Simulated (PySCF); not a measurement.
Al(H)(OH)(SMe) (CH5AlOS), SMILES C[S][AlH][OH].

The structure is a stationary point at PBE0-D3(BJ)/def2-SVP. One conformer was computed; it need not be the lowest.

Level of theory: C-PCM-B3LYP/def2-SVP (PySCF).

The values are the electrostatic part of the solvation free energy, E(continuum) − E(gas) at the gas-phase geometry, in a cavity of scaled van der Waals radii (PySCF's table); cavitation and dispersion terms are not included. A continuum can't describe solvent molecules that bind to the metal. In vacuum the orbital gap is 6.14 eV. The dipole moment in vacuum is 2.01 D.

```csv
solvent,ε,ΔG(elec) (kcal/mol),dipole (D),gap (eV)
water,78.36,-6.2,2.58,6.52
chlorobenzene,5.70,-5.0,2.46,6.45
methanol,32.61,-6.0,2.56,6.52
```
